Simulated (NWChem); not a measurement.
System: AlH2O2 cation; SMILES [OH][Al+][OH]

NWChem input:

```
start job
memory heap 200 mb stack 900 mb global 1100 mb
charge 1
geometry units angstroms noautosym nocenter noautoz
  Al    -0.006542     0.115062     0.013831
  O      1.166123     0.310029    -1.054658
  H      1.867487     0.426731    -1.694177
  O     -1.179019    -0.078985     1.082629
  H     -1.880583    -0.195921     1.721951
end
basis spherical
  Al library 6-31+g*
  O library 6-31+g*
  H library 6-31+g*
end
dft
  xc b3lyp
  iterations 150
end
tddft
  cis
  nroots 8
  notriplet
end
task tddft energy
```

The geometry was optimised at PBE0/def2-SVP.

Vertical excitations in the gas phase.

What results follow from this input? (B3LYP/6-31+G* (spherical d), TDA.) Quantities: lowest excitation, singlet (eV); oscillator strength of that lowest state; lowest state with f > 0.02, singlet (eV); oscillator strength of that bright state; orbital gap (eV).

The lowest excitation, singlet (eV) comes out as 5.54. The oscillator strength of that lowest state is 0.000 and the lowest state with f > 0.02, singlet (eV) comes out as 6.09. The oscillator strength of that bright state comes out as 0.078 and the orbital gap (eV) comes out as 6.93.
